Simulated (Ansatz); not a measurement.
`C[C](O)([AlH2])[SiH3]` + `O[SiH](O)[SiH3]` → `O[SiH]([SiH3])[O][AlH2]` + `CC(O)[SiH3]`  (ligand exchange at the Al–C bond)

Program: Ansatz. Geometries: PBE0-D4/def2-TZVP. ΔE: electronic, gas phase. CCSD(T)/CBS is the MP2 limit (def2-TZVPP, def2-QZVPP) plus CCSD(T) − MP2 in def2-TZVPP, frozen cores. This one scheme is used for every species. Each species was taken in one conformer, which may not be the lowest.

```csv
species,CCSD(T)/CBS(def2) energy (Eh)
`C[C](O)([AlH2])[SiH3]`,-687.74610
`O[SiH](O)[SiH3]`,-732.20558
`O[SiH]([SiH3])[O][AlH2]`,-974.86715
`CC(O)[SiH3]`,-445.15454
```

Work out ΔE.

ΔE = (-974.86715) + (-445.15454) − (-687.74610) − (-732.20558) = -0.07001 Eh = -1.91 eV.

Largest T1 diagnostic among the species: 0.013.

From PBE to PBE0 (25 % exact exchange), in def2-TZVPP and without D4, ΔE moves by −0.10 eV. In def2-TZVPP, CCSD(T) changes the Hartree–Fock value by +0.32 eV (the triples alone add +0.06 eV) and MP2 by +0.31 eV.
